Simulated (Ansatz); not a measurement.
Saddle point of AlH5SeO2, closed shell (AlH₃O₂ ([OH][AlH][OH]) + H₂Se → AlH₃SeO₂ ([OH][Al]([OH])[SeH]) + H₂; bonds formed: H2–H5; dative contacts that become bonds: Al1–Se6; bonds broken: Al1–H2, H5–Se6), PBE0-D4/def2-TZVP structure:

Al1  (-0.213, -0.020, -0.388)
H2  (0.888, -1.230, -0.760)
O3  (-0.256, 1.066, -1.689)
O4  (-1.501, -0.518, 0.601)
H5  (1.506, -0.621, 0.118)
Se6  (1.626, 0.603, 1.267)
H7  (-0.726, 1.897, -1.671)
H8  (-2.316, -0.892, 0.270)
H9  (0.991, -0.285, 2.251)
(Å)

Energies are electronic, without zero-point energy. Barriers and step energies count from the start structure reached by relaxing down the imaginary mode; all methods use the PBE0-D4 structures, on which another method's saddle can fall below an end. Program: Ansatz 0.2.0. Basis: def2-TZVPP, with def2-QZVPP for the basis limit. Cores are frozen in the correlated methods. Filled d shells of the heavier atoms are correlated. The def2 sets are not built for correlating such inner shells, so the correlated values are less sure here. B3LYP uses VWN-RPA correlation. Extrapolation: Hartree–Fock as exp(−7.88 √X), correlation as X^−2.97.

```tsv
method	barrier (kcal/mol)	step energy (kcal/mol)
SPW92	5.89	-11.53
PBE-D4	?	-13.74
BLYP-D4	12.75	-13.90
r2SCAN-D4	10.56	-14.97
B97M-V	14.23	-11.07
PBE0-D4	12.48	-13.89
B3LYP-D4	14.71	-13.95
r2SCAN0-D4	12.92	-14.94
BHLYP-D4	18.32	-13.93
CAM-B3LYP-D4	16.60	-13.21
wB97X-V	17.40	-13.47
wB97M-V	16.85	-14.26
B2PLYP	?	-14.75
PBE-QIDH	15.02	-14.72
RPA on PBE	?	-12.60
HF	26.44	-14.43
MP2	15.78	-16.08
CCSD	18.83	-13.77
CCSD(T)	17.10	-14.10
```

(1) Fill in the withheld barriers. (Judge from chemistry; the value comes from the calculation.)

The T1 diagnostic stays at or below 0.012.

Answers

(1) Computed: B2PLYP 15.76; PBE-D4 9.70; RPA on PBE 17.61 kcal/mol. Each is the energy of the saddle less that of the start structure, by the same method.

For comparison, the barrier by CCSD(T) at an estimated basis limit (MP2 extrapolated from triple and quadruple zeta, plus CCSD(T) − MP2 in triple zeta) is 16.30 kcal/mol.

Exchanges of this kind with a chalcogen hydride build sulfide and selenide films.

Labels in which every atom is bracketed show which atoms are joined, not bond orders.

For scale, one of the runs: CCSD(T)/def2-TZVPP, 222 basis functions, launched by `ansatz run in.yaml --threads 4 --pin off --events-out ev --progress --plain --max-ram 9574MiB`. Hardware: 4 CPU threads of an Arm Neoverse V2, shared host. Wall time 98 s; peak host memory 3.5 GiB.
